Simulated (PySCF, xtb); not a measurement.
C2H5S, SMILES C[CH]S, multiplicity 2. One conformer was computed; it need not be the lowest.

Harmonic wavenumbers (cm⁻¹) from GFN2-xTB in xtb 6.7.1 at its own minimum, in rising order: 138, 254, 335, 507, 765, 854, 1008, 1052, 1139, 1262, 1399, 1467, 1477, 2379, 2881, 2992, 3013, 3121.

Question: What does r2SCAN-D4/def2-TZVP in PySCF give at its own minimum? (The exact figures need the calculation; the answer reports its results.)

Answer: 141, 215, 328, 401, 715, 905, 1002, 1063, 1127, 1317, 1395, 1463, 1478, 2657, 2965, 3035, 3101, 3197. Paired by order, the mean absolute difference is 51 cm⁻¹ and the zero-point energies are 37.2 and 37.9 kcal/mol.
